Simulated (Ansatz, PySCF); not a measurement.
C2H4F2Ge. Atoms are numbered in the order given.

```xyz
9

Ge     0.3025    -0.3156     0.2456
F      0.4609     1.2690     0.9406
F      1.5497    -0.3915    -0.9589
C     -1.4209    -0.3502    -0.5882
C     -2.1868     0.7450    -0.5523
H      0.6637    -1.3415     1.3166
H     -1.7691    -1.2574    -1.0951
H     -1.8483     1.6588    -0.0514
H     -3.1764     0.7727    -1.0230
```
Charge 0, spin multiplicity 1.

Geometry optimised at ωB97X-D3(BJ)/def2-SVP. The values are those of a single conformer.

Vertical ionisation energy (IE) and electron affinity (EA) in eV. Rows of orbital energies are one-electron estimates. Where ΔSCF, EOM or ADC give a negative EA the extra electron is unbound and the value depends on the basis.

```
level                                                                        IE          EA
-------------------------------------------------------------------  ----------  ----------
−ε(HOMO), −ε(LUMO), PBE0/def2-TZVP (PySCF)                                 8.74        1.17
−ε(HOMO), −ε(LUMO), PBE/def2-TZVP (PySCF)                            (withheld)  (withheld)
ΔSCF, PBE0/def2-SVPD (Ansatz), final states of multiplicity 2 and 2       11.07       -0.63
ΔSCF, PBE/def2-SVPD (Ansatz), final states of multiplicity 2 and 2        10.88       -0.55
```

### Question
Fill in the missing entries. (Estimate from the structure and the level; the computed values follow.)

### Answer

- −ε(HOMO), −ε(LUMO), PBE/def2-TZVP (PySCF), IE: 7.58
- −ε(HOMO), −ε(LUMO), PBE/def2-TZVP (PySCF), EA: 2.15

### Question
What vertical singlet–triplet gap does ΔSCF give with PBE0/def2-SVPD (Ansatz, a program for electronic structure) and with PBE/def2-SVPD (Ansatz)? (The exact figures need the calculation; the answer reports its results.)

### Answer
4.16 and 4.34 eV (triplet above singlet where positive).
